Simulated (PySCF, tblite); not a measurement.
C₃H₃ClFSi (doublet state).
Structure used (GFN2-xTB), in Å, numbered top down from 1:
```
atom  x, y, z in Å
F1    -1.1295   -1.9779    0.2224
C2    -1.1048   -0.7029   -0.3200
C3     0.0711    0.1853    0.0070
Si4    1.8462    0.3886   -0.1836
C5    -1.1191    0.4510    0.5727
Cl6   -2.0438    1.3821    1.6176
H7    -1.5790   -0.7471   -1.2951
H8     2.5438   -0.4419   -1.1400
H9     2.5287    1.4690    0.4939
```

Jobs on this species (9 atoms, 61 electrons) with PySCF (density fitting) and tblite. Hardware of each: one thread of an AMD EPYC, on a shared host. Other jobs ran on the host; a repeat could differ by tens of per cent or more.

```csv
level and settings,work,basis functions,SCF cycles,wall time
GFN2-xTB,L-BFGS relaxation,–,–,?
"UKS B3LYP, pcH-1 on C Cl F H Si, non-relativistic, mean-field spin-orbit, GIAO","unrestricted SCF, g, hyperfine, density and orbital grids written",200,15,74 s
GFN2-xTB,Hessian by finite differences,–,–,0.65 s
```

Problem. Fill in the missing figures.

Solution. 
- GFN2-xTB; L-BFGS relaxation: 1.2 s

Problem. What do all jobs in the table cost together?

Solution. About 76 s; the longest takes about 98 % of that, and about 110 times as long as the shortest.
